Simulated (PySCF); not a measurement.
Polarisability and C₆ of S³⁺ (sulfur, charge +3)

[Ne] 3s2 3p1, 2P determinant. Computed with PySCF 2.14 in aug-cc-pCVQZ-DK, with the spin-free X2C one-electron Hamiltonian (Gaussian nucleus). Coupled (time-dependent) response in atomic units; α is the mean over directions.

| method | mean α (bohr³) | α xx, yy, zz | C₆ (like pair) | S(−4) |
| --- | --- | --- | --- | --- |
| PBEsol | 5.304 | 5.523, 4.866, 5.523 | 14.06 | 13.36 |

S(−4) is the Cauchy moment in α(ω) = α(0) + S(−4) ω² + …

α(iu) at PBEsol:

```
u (hartree)  α(iu) (bohr³)
          0          5.304
     0.0500          5.271
      0.100          5.174
      0.200          4.824
      0.300          4.344
      0.500          3.321
      0.750          2.309
       1.00          1.644
       1.50         0.9369
       2.00         0.6099
       3.00         0.3326
       5.00         0.1609
```

A single London oscillator, α(iu) = α/(1 + u²/ω²), gives C₆ = (3/4) ω α². Matching the computed C₆ needs ω = 4 × 14.06 / (3 × 5.304²) = 0.666 hartree.

For an ion, C₆ is the dispersion term alone; charge-induced terms of lower order in 1/R come first.

The components differ because the open shell of this determinant is not spherical; for a pure term their mean is the scalar polarisability.
